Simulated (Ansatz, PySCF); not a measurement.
CH₃F₃Sn. Atoms are numbered in the order given.

```xyz
8

Sn     0.0000     0.0000    -0.9890
C      0.0000     0.0000     1.2260
F     -1.0847     0.6262     1.7252
F      1.0847     0.6262     1.7252
F      0.0000    -1.2524     1.7252
H     -1.4165    -0.8178    -1.4954
H      1.4165    -0.8178    -1.4954
H      0.0000     1.6356    -1.4954
```

Geometry optimised at B3LYP-D3(BJ)/def2-SVP. The structure was generated by enumeration; whether it is a known compound was not checked. The def2 effective core potentials stand for the cores of Sn; spin–orbit coupling is left out.

Vertical ionisation energy (IE) and electron affinity (EA) in eV. Rows of orbital energies are one-electron estimates. Where ΔSCF, EOM or ADC give a negative EA the extra electron is unbound and the value depends on the basis.

```tsv
level	IE	EA
−ε(HOMO), −ε(LUMO), M06-2X/def2-TZVP (PySCF)	10.13	-0.19
−ε(HOMO), −ε(LUMO), PBE/def2-TZVP (PySCF)	7.42	1.05
ΔSCF, PBE0/def2-SVPD (Ansatz), final states of multiplicity 2 and 2	11.15	-0.82
ΔSCF, PBE/def2-SVPD (Ansatz), final states of multiplicity 2 and 2	?	?
```

### Question
Complete the blanks. (Estimate from the structure and the level; the computed values follow.)

### Answer

- ΔSCF, PBE/def2-SVPD (Ansatz, a quantum-chemistry and plane-wave program), final states of multiplicity 2 and 2, IE: 10.77
- ΔSCF, PBE/def2-SVPD (Ansatz), final states of multiplicity 2 and 2, EA: -0.70

### Question
What vertical singlet–triplet gap does ΔSCF give with PBE0/def2-SVPD (Ansatz) and with PBE/def2-SVPD (Ansatz)? (Estimate from the structure and the level; the computed values follow.)

### Answer
6.49 and 6.19 eV (triplet above singlet where positive).
